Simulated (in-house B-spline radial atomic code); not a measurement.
How numerical settings move a run on S+, [Ne] 3s2 3p3. Computed with a B-spline radial code for spherical atoms: Dirac-Kohn-Sham LDA VWN5, spherical fractional occupations, Fermi nucleus of rms radius 3.2611 fm.

Command:
```bash
python run_scf.py task.json out
```
Settings of the sound reference run:
```
Z                16
electrons        15
configuration    [Ne] 3s2 3p3
hamiltonian      dirac
method           lda,vwn
spin_polarised   False
nucleus          fermi
rms_radius       3.2611
mass_number      32
atomic_mass      31.97207
speed_of_light   137.036
knot_spacing     0.22
spline_order     8
gauss_points     12
box_radius       35.29
max_iterations   70
damping          0.5
damped_steps     3
diis_vectors     10
tolerance        1e-08
start            Thomas-Fermi
```

Time taken, with all properties: 0.82 s on 1 thread of Arm Neoverse V2, on a shared host.

It converges in 9 iterations to -397.402216 hartree, with 3p3/2 at -16.8471 eV. The other runs change the listed settings, some to values that make no sense; their results aren't properties of the atom or ion. Radii are in bohr (the nuclear one in fm), a minus after a letter asks for a j subshell, and «unchanged» means within 1e-8 hartree. The run stops when the residual is below 10 × tolerance × max(1, Z/10), or a noise floor if that is larger, and the energy moves by less than 1e-8 × √|E| hartree; so very loose and very tight tolerances often act alike.

```tsv
changed settings	outcome
first_knot = 0.0187, max_iterations = 100, damping = 0.8, start = bare nucleus	converged in 10 iterations, energy +3.59e-03 hartree from the reference, 3p3/2 level +3.2e-04 eV
electrons = 16, configuration = [Ne] 3s2 3p3 4s-1, max_iterations = 75	stopped with error: j subshells need the Dirac Hamiltonian and l > 0
gauss_points = 5, box_radius = 7.06, max_iterations = 60, start = bare nucleus	converged in 9 iterations, energy +2.88e-04 hartree from the reference, 3p3/2 level +1.7e-02 eV (the program warns: 3p3/2 reaches the box edge; 3s1/2 reaches the box edge)
first_knot = 0.0625	converged in 9 iterations, energy +5.63e-02 hartree from the reference, 3p3/2 level +8.0e-03 eV
damping = 0.8	converged in 9 iterations, energy unchanged, 3p3/2 level +1.4e-05 eV
damping = 0.95	converged in 10 iterations, energy unchanged, 3p3/2 level -2.7e-06 eV
first_knot = 0.000625	converged in 9 iterations, energy +3.77e-05 hartree from the reference, 3p3/2 level -5.0e-07 eV
damping = 0.2	converged in 9 iterations, energy unchanged, 3p3/2 level -1.6e-06 eV
tolerance = 1e-13	converged in 9 iterations, energy unchanged
first_knot = 0.0187	converged in 9 iterations, energy +3.59e-03 hartree from the reference, 3p3/2 level +3.2e-04 eV
damping = 0	converged in 9 iterations, energy unchanged, 3p3/2 level -1.2e-06 eV
```

Q: What happens with knot_spacing = 0.55, max_iterations = 60, start = bare nucleus?

A: Converged in 9 iterations, energy +1.54e-03 hartree from the reference, 3p3/2 level +2.2e-04 eV.

Q: What happens with box_radius = 3.53, max_iterations = 5, damping = 0.95, diis_vectors = 20?

A: Not converged after 5 iterations, last residual 4.2e-02, last energy +2.81e-01 hartree from the reference.

Q: What happens with first_knot = 0.00625?

A: Converged in 9 iterations, energy +5.21e-05 hartree from the reference, 3p3/2 level +3.5e-05 eV.

Q: What happens with tolerance = 1e-06?

A: Converged in 8 iterations, energy unchanged, 3p3/2 level -7.1e-05 eV.
